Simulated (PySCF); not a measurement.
ClH3OSiZn, SMILES [SiH3][O][Zn][Cl].

The structure is a stationary point at B3LYP-D3(BJ)/def2-SVP. The structure was generated by enumeration; whether it is a known compound was not checked. The values are those of a single conformer.

Computed with TDA-PBE0/def2-SVPD (PySCF 2.14.0).

Vertical excitations. Gas-phase values at a fixed geometry. State labels are in the subgroup Cs.

Computed lowest excited states:
```csv
state,symmetry,energy (eV),λ (nm),f,main pairs
S1,A",5.44,228,0.002,HOMO→LUMO 97 %
S2,A',5.70,217,0.019,HOMO−1→LUMO 93 %
S3,A",6.23,199,0.029,HOMO−3→LUMO 97 %
S4,A',6.24,199,0.030,HOMO−2→LUMO 95 %
S5,A",7.00,177,0.004,HOMO→LUMO+1 97 %
S6,A',7.15,173,0.015,"HOMO→LUMO+2 68 %, HOMO−1→LUMO+1 28 %"
S7,A",7.27,171,0.000,HOMO−1→LUMO+2 95 %
S8,A',7.38,168,0.022,"HOMO−1→LUMO+1 59 %, HOMO→LUMO+2 21 %, HOMO−5→LUMO 9 %"
S9,A",7.57,164,0.018,HOMO−4→LUMO 82 %
S10,A',7.68,162,0.022,"HOMO−5→LUMO 68 %, HOMO−6→LUMO 14 %"
T1,A",5.15,241,0,HOMO→LUMO 94 %
T2,A',5.31,233,0,HOMO−1→LUMO 92 %
T3,A',5.85,212,0,HOMO−2→LUMO 94 %
T4,A",5.86,211,0,HOMO−3→LUMO 95 %
```
Triplets are in the Tamm–Dancoff approximation.
